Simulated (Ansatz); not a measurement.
Pd₄H₃. The state is a doublet with charge 0. Geometry B3LYP-D4/def2-SVP, basis def2-TZVP, Ansatz.

Cartesian coordinates in Å:
```
Pd 1.4073 -0.5220 0.4953
Pd -0.6099 -0.1246 -1.0408
Pd -0.8806 0.3079 1.5789
Pd 0.3864 2.1839 0.2838
H 0.8852 -1.9201 0.7573
H -0.2869 1.7203 -1.1130
H -0.9016 -1.6454 -0.9616
```

```json
{"run": "A", "HOMO (eV)": "-5.59", "LUMO (eV)": "-3.50"}
{"run": "B", "HOMO (eV)": "-5.75", "LUMO (eV)": "-3.15"}
{"run": "C", "HOMO (eV)": "-6.57", "LUMO (eV)": "-2.02"}
{"run": "D", "HOMO (eV)": "-4.63", "LUMO (eV)": "-4.08"}
{"run": "E", "HOMO (eV)": "-4.88", "LUMO (eV)": "-4.67"}
{"run": "F", "HOMO (eV)": "-4.60", "LUMO (eV)": "-4.31"}
```

In the def2 sets Pd takes a core potential; there is no spin–orbit coupling. B3LYP takes the VWN-RPA correlation. Another isomer (doublet) lies 0.73 eV lower at PBE0-D4/def2-TZVP; other spin states weren't run for this one.

HOMO and LUMO are taken over both spins.

The runs used B3LYP, BHLYP, LDA (SPW92), PBE, PBE0, r2SCAN. Estimate which is which.

A B3LYP (20 % exact exchange); B PBE0 (25 % exact exchange); C BHLYP (50 % exact exchange); D r2SCAN (0 % exact exchange); E LDA (SPW92) (0 % exact exchange); F PBE (0 % exact exchange). Exact exchange lowers occupied and raises empty levels; among semilocal functionals meta-GGAs tend to open the gap a little, and such runs are hard to tell apart. The gap grows from 0.21 eV (LDA (SPW92)) to 4.55 eV (BHLYP).
